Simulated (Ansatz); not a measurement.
`Sc1sc(-c2sc(-c3sc(S)c4c3OCCO4)c3c2OCCO3)c2c1OCCO2`. The state is a singlet with charge 0. Geometry PBE-D4/def2-SVP.

```xyz
43

S    -4.294   -1.261    5.343
C    -3.146   -1.145    4.023
S    -3.334    0.037    2.739
C    -1.821   -0.431    1.975
C    -1.316    0.205    0.793
S     0.235   -0.225    0.076
C     0.070    0.985   -1.195
C     1.056    1.162   -2.222
S     0.869    2.317   -3.534
C     2.399    1.859   -4.264
S     2.941    2.554   -5.780
C     3.016    0.858   -3.521
C     2.261    0.473   -2.372
O     2.680   -0.496   -1.502
C     3.704   -1.316   -2.070
C     4.765   -0.457   -2.747
O     4.215    0.293   -3.833
C    -1.135    1.673   -1.045
C    -1.910    1.235    0.062
O    -3.122    1.781    0.378
C    -3.336    3.035   -0.278
C    -2.936    2.956   -1.747
O    -1.541    2.672   -1.883
C    -1.226   -1.462    2.707
C    -1.965   -1.862    3.861
O    -1.539   -2.848    4.697
C    -0.485   -3.631    4.129
C     0.553   -2.751    3.444
O    -0.033   -2.032    2.356
H    -5.115   -2.224    4.813
H     3.689    3.586   -5.273
H     4.143   -1.900   -1.238
H     3.258   -2.021   -2.809
H     5.218    0.235   -2.000
H     5.568   -1.090   -3.175
H    -2.747    3.832    0.232
H    -4.414    3.266   -0.175
H    -3.534    2.167   -2.259
H    -3.114    3.924   -2.255
H    -0.906   -4.354    3.392
H    -0.030   -4.200    4.963
H     0.989   -2.036    4.180
H     1.370   -3.365    3.018
```

Single mean-field runs in def2-SVP, def2-TZVP are fitted with def2-universal-jkfit. The restricted singlet is unstable towards broken spin symmetry in Hartree–Fock (as tested in another run); at HF/STO-3G this wasn't settled.

**Question.** Estimate the orbital energies around the gap (eV) in Ansatz with HF/STO-3G, PBE-D4/def2-SVP, revPBE-D4/def2-TZVP, r2SCAN-D4/def2-TZVP, r2SCAN0-D4/def2-TZVP.

**Answer.** 
```
orbital  HF/STO-3G  PBE-D4/def2-SVP  revPBE-D4/def2-TZVP  r2SCAN-D4/def2-TZVP  r2SCAN0-D4/def2-TZVP
HOMO−13     -10.13            -7.83                -7.88                -8.30                 -9.70
HOMO−12     -10.01            -7.70                -7.76                -8.17                 -9.56
HOMO−11      -9.80            -7.49                -7.54                -7.95                 -9.31
HOMO−10      -9.63            -7.31                -7.35                -7.75                 -9.17
 HOMO−9      -9.53            -7.29                -7.34                -7.74                 -9.15
 HOMO−8      -9.30            -7.17                -7.21                -7.59                 -8.93
 HOMO−7      -7.91            -6.26                -6.30                -6.64                 -7.83
 HOMO−6      -7.17            -5.61                -5.72                -6.06                 -7.24
 HOMO−5      -7.16            -5.60                -5.71                -6.05                 -7.23
 HOMO−4      -6.57            -5.37                -5.41                -5.70                 -6.74
 HOMO−3      -6.26            -5.08                -5.14                -5.43                 -6.50
 HOMO−2      -6.24            -5.07                -5.13                -5.43                 -6.50
 HOMO−1      -5.84            -5.00                -5.05                -5.33                 -6.37
   HOMO      -4.00            -4.07                -4.11                -4.31                 -5.10
   LUMO       4.58            -2.10                -2.16                -2.22                 -1.69
 LUMO+1       6.66            -1.11                -1.22                -1.19                 -0.48
 LUMO+2       8.72            -0.21                -0.44                -0.31                  0.53
 LUMO+3      10.07             0.04                -0.31                -0.19                  0.75
 LUMO+4      11.10             0.06                -0.29                -0.17                  0.75
 LUMO+5      11.26             0.33                -0.03                 0.12                  1.05
```
